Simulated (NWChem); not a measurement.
Species: SiN2H4Cl2; SMILES Cl[Si](N)(Cl)N

```xyz
9

N      0.2766    -1.3580    -1.3545
Si     0.0000     0.0000    -0.3605
N     -0.2766     1.3580    -1.3545
Cl     1.6603     0.0791     0.8960
Cl    -1.6603    -0.0791     0.8960
H     -0.4130    -1.6037    -2.0554
H      0.7581    -2.1703    -0.9894
H      0.4130     1.6037    -2.0554
H     -0.7581     2.1703    -0.9894
```
Atoms are numbered in this order, from 1.

All runs: NWChem. Coordinates come from a B3LYP/6-31G* (spherical d) optimisation. Level: B3LYP/def2-SVP with SMD (1 M gas to 1 M solution), gas-phase geometry. Reactions with the solvent are ignored.

```tsv
solvent	dielectric constant	solvation free energy (kcal/mol)	cavity-dispersion-structure term (kcal/mol)	dipole in solution (D)
water	78.4	-4.0	3.4	3.05
cyclohexanone	15.6	-6.4	0.6	3.01
n-hexane	1.88	-4.0	-0.7	2.71
acetone	20.5	-7.3	-0.2	3.02
1,4-dioxane	2.21	-3.5	0.5	2.76
benzene	2.27	-4.7	-0.7	2.76
anisole	4.22	-5.5	0.1	2.89
```
